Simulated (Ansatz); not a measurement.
A run for Ansatz (a quantum-chemistry and plane-wave program): R-B2PLYP/def2-TZVPP on HCl (SMILES Cl).

Ansatz 0.2 input:
```yaml
crystal:
  periodic: [false, false, false]
  atoms:
    - {symbol: Cl, position_ang: [-0.00000000, -0.00000000, 0.64100645]}
    - {symbol: H, position_ang: [0.00000000, 0.00000000, -0.64100645]}
basis:
  gaussian:
    orbitals: def2-TZVPP
hamiltonian:
  xc: {name: B2PLYP}
magnetization: {spin_polarized: false}
correlation: {electrons: outside_noble_gas}
scf: {lower_state_search: off}
```

The log:

```
WARN ansatz: RAYON_NUM_THREADS=1 ignored (pool sized by the plan → 1); use --threads N
Functional definition: B2PLYP
these checks for a lower state are left out or cut short: stability, starts, cluster_reference, orbital_swaps, neighbouring_geometries, increment
integrals: 0.01 GiB planned
322 factors; integrals over basis functions are off by at most 1.4e-3 eV
mean field: 0.10 GiB planned
mean field evaluation 1: about -12533.8923 eV, gradient 9.2e0 eV
mean field evaluation 2: about -12533.8918 eV, gradient 9.2e0 eV
mean field evaluation 4: about -12534.1355 eV, gradient 6.0e-1 eV
mean field evaluation 8: about -12534.1365 eV, gradient 1.0e-2 eV
mean field -12534.13647720 eV, -460.6210195941 hartree, gradient 9.8e-6 eV, S^2 0.000000; 0 other end points of the search recorded, 0 dependent functions left out
5 core orbitals not correlated
reference -12534.13657402 eV, -460.6210231524 hartree; 4, 4 occupied and 47, 47 virtual orbitals, 322 factors
second order -6.68636495 eV of doubles, -0.00000000 eV of singles
Total energy: -12535.94189256 eV, -460.6873673850 hartree
Checks for a lower state left out: stability, starts, cluster_reference, orbital_swaps, neighbouring_geometries, increment
```

The calculation finished and met its thresholds.

Cost: very roughly 0.3 core-seconds.
